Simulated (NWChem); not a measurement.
System: BNH$_{2}$BrF; SMILES NB(F)Br

Excerpt of the output:

```
             Northwest Computational Chemistry Package (NWChem) 7.3.0
             --------------------------------------------------------

                             Geometry "geometry" -> ""
                             -------------------------

 Output coordinates in angstroms (scale by  1.889725989 to convert to a.u.)

  No.       Tag          Charge          X              Y              Z
 ---- ---------------- ---------- -------------- -------------- --------------
    1 B                    5.0000    -0.01002400     0.93210000     0.00000000
    2 F                    9.0000    -1.17447900     1.56934200     0.00000000
    3 Br                  35.0000    -0.02425700    -0.99885500     0.00000000
    4 N                    7.0000     1.18809800     1.63425500     0.00000000
    5 H                    1.0000     2.09102600     1.18253000     0.00000000
    6 H                    1.0000     1.21057100     2.64617300     0.00000000

 Effective nuclear repulsion energy (a.u.)     221.6227039398

                              NWChem Property Module
                              ----------------------

  itol2e modified to match energy
  convergence criterion.

                                 NWChem DFT Module
                                 -----------------

 Summary of "ao basis" -> "ao basis" (spherical)
 ------------------------------------------------------------------------------
       Tag                 Description            Shells   Functions and Types
 ---------------- ------------------------------  ------  ---------------------
 B                          pcsseg-1                 7       17   3s3p1d
 F                          pcsseg-1                 7       17   3s3p1d
 Br                         pcsseg-1                15       41   5s7p3d
 N                          pcsseg-1                 7       17   3s3p1d
 H                          pcsseg-1                 3        5   2s1p

  itol2e modified to match energy
  convergence criterion.

            General Information
            -------------------
          SCF calculation type: DFT
          Wavefunction type:  closed shell.
          No. of atoms     :     6
          No. of electrons :    58
           Alpha electrons :    29
            Beta electrons :    29
          Charge           :     0
          Spin multiplicity:     1
          Use of symmetry is: off; symmetry adaption is: off
          Maximum number of iterations: 150
          AO basis - number of functions:   102
                     number of shells:    42
          Convergence on energy requested:  1.00D-07
          Convergence on density requested:  1.00D-05
          Convergence on gradient requested:  5.00D-04

              XC Information
              --------------
                          KT2 Method XC Functional
                        Slater Exchange Functional  1.072 local
                           KT1 gradient correction  1.000 non-local
            Perdew 1991 LDA Correlation Functional  0.577 local

             Grid Information
             ----------------
          Grid used for XC integration:  fine
          Radial quadrature: Mura-Knowles
          Angular quadrature: Lebedev.
          Tag              B.-S. Rad. Rad. Pts. Rad. Cut. Ang. Pts.
          ---              ---------- --------- --------- ---------
          B                   0.85       70           8.0       590
          F                   0.50       70          10.0       590
          Br                  1.15      140          11.0       974
          N                   0.65       70           9.0       590
          H                   0.35       60          10.0       590
          Grid pruning is: on
          Number of quadrature shells:   470
          Spatial weights used:  Erf1

      Superposition of Atomic Density Guess
      -------------------------------------

 Sum of atomic energies:       -2751.27373630

      Non-variational initial energy
      ------------------------------

 Total energy =   -2752.680428
 1-e energy   =   -4269.475778
 2-e energy   =    1295.172646
 HOMO         =      -0.375573
 LUMO         =       0.074870

[...]

          -----------------------------------------
          Chemical Shielding Tensors (GIAO, in ppm)
          -----------------------------------------

                                NWChem CPHF Module
                                ------------------

  scftype          =     RHF
  nclosed          =       29
  nopen            =        0
  variables        =     2117
  # of vectors     =        3
  tolerance        = 0.10D-03
  level shift      = 0.00D+00
  max iterations   =       50
  max subspace     =       30

 SCF residual:    7.6104156602713505E-005

Iterative solution of linear equations
  No. of variables     2117
  No. of equations        3
  Maximum subspace       30
        Iterations       50
       Convergence  1.0D-04

   iter   nsub   residual    time
   ----  ------  --------  ---------
     1      3    5.17D-05      25.2

      Atom:    1  B
        Diamagnetic
    201.4105      0.5267     -0.0000
      0.5267    208.7061     -0.0000
     -0.0000     -0.0000    178.2488

        Paramagnetic
   -127.9259     15.5328      0.0000
     15.5328   -137.5725      0.0000
      0.0000      0.0000   -100.6242

        Total Shielding Tensor
     73.4846     16.0595     -0.0000
     16.0595     71.1336      0.0000
     -0.0000      0.0000     77.6245

           isotropic =      74.0809
          anisotropy =      21.4960

          Principal Components and Axis System
                 1           2           3
               88.4116     77.6245     56.2066

      1         0.7325     -0.0000     -0.6808
      2         0.6808     -0.0000      0.7325
      3         0.0000      1.0000     -0.0000

      Atom:    2  F
        Diamagnetic
    484.3815    -13.7838     -0.0000
    -13.7838    470.1893      0.0000
     -0.0000      0.0000    461.3121

        Paramagnetic
   -296.4129    -52.1802      0.0000
    -52.1802   -268.4576      0.0000
      0.0000      0.0000    -97.4907

        Total Shielding Tensor
    187.9687    -65.9639      0.0000
    -65.9639    201.7317      0.0000
      0.0000      0.0000    363.8214

           isotropic =     251.1739
          anisotropy =     168.9712

          Principal Components and Axis System
                 1           2           3
              363.8214    261.1721    128.5283

      1         0.0000     -0.6694      0.7429
      2         0.0000      0.7429      0.6694
      3         1.0000      0.0000     -0.0000

      Atom:    3  Br
        Diamagnetic
   3125.7997      0.2913      0.0000
      0.2913   3134.2976      0.0000
      0.0000      0.0000   3125.0324

        Paramagnetic
   -875.5366     27.8159     -0.0000
     27.8159   -218.5244     -0.0000
     -0.0000     -0.0000   -673.3262

        Total Shielding Tensor
   2250.2631     28.1072     -0.0000
     28.1072   2915.7732      0.0000
     -0.0000      0.0000   2451.7062

           isotropic =    2539.2475
          anisotropy =     566.5660

          Principal Components and Axis System
                 1           2           3
             2916.9581   2451.7062   2249.0781

      1         0.0421     -0.0000      0.9991
      2         0.9991      0.0000     -0.0421
      3         0.0000      1.0000      0.0000

      Atom:    4  N
        Diamagnetic
    329.1734      4.6177      0.0000
      4.6177    327.4194     -0.0000
      0.0000     -0.0000    300.4905

        Paramagnetic
   -145.4014     58.2277     -0.0000
     58.2277   -154.6286      0.0000
     -0.0000      0.0000   -113.2207

        Total Shielding Tensor
    183.7720     62.8455      0.0000
     62.8455    172.7908     -0.0000
      0.0000     -0.0000    187.2699

           isotropic =     181.2776
          anisotropy =      90.1331

          Principal Components and Axis System
                 1           2           3
              241.3663    187.2699    115.1966

      1         0.7372      0.0000     -0.6756
      2         0.6756     -0.0000      0.7372
      3        -0.0000      1.0000      0.0000

      Atom:    5  H
        Diamagnetic
     41.7149     -3.6005      0.0000
     -3.6005     29.1095     -0.0000
      0.0000     -0.0000     19.8884

        Paramagnetic
     -6.5343      3.1812     -0.0000
      3.1812     -1.9174     -0.0000
     -0.0000     -0.0000      2.2894

        Total Shielding Tensor
     35.1806     -0.4193      0.0000
     -0.4193     27.1921     -0.0000
      0.0000     -0.0000     22.1778

           isotropic =      28.1835
          anisotropy =      10.5286

          Principal Components and Axis System
                 1           2           3
               35.2026     27.1702     22.1778

      1         0.9986      0.0523     -0.0000
      2        -0.0523      0.9986      0.0000
      3         0.0000     -0.0000      1.0000

      Atom:    6  H
        Diamagnetic
     25.9199      3.2377      0.0000
      3.2377     44.1091     -0.0000
      0.0000     -0.0000     20.3470

        Paramagnetic
     -1.1847      0.4906     -0.0000
      0.4906     -7.1785      0.0000
     -0.0000      0.0000      2.3625

        Total Shielding Tensor
     24.7352      3.7283     -0.0000
      3.7283     36.9306      0.0000
     -0.0000      0.0000     22.7095

           isotropic =      28.1251
          anisotropy =      14.7825

          Principal Components and Axis System
                 1           2           3
               37.9801     23.6857     22.7095

      1         0.2710      0.9626      0.0000
      2         0.9626     -0.2710     -0.0000
      3         0.0000     -0.0000      1.0000
```

Level: KT2/pcSseg-1, GIAO. Structure relaxed at the PBE0/def2-SVP level. The printed shielding anisotropy is the first printed principal value minus the mean of the other two.

Problem. Reconstruct the input file.

Solution. One answer among several that fit: the input that was run:
```
start job
memory heap 200 mb stack 900 mb global 1100 mb
geometry units angstroms noautosym nocenter noautoz
  B     -0.010024     0.932100     0.000000
  F     -1.174479     1.569342     0.000000
  Br    -0.024257    -0.998855     0.000000
  N      1.188098     1.634255     0.000000
  H      2.091026     1.182530     0.000000
  H      1.210571     2.646173     0.000000
end
basis spherical
  B library pcsseg-1
  F library pcsseg-1
  Br library pcsseg-1
  N library pcsseg-1
  H library pcsseg-1
end
dft
  xc kt2
  iterations 150
end
property
  shielding
end
task dft property
```
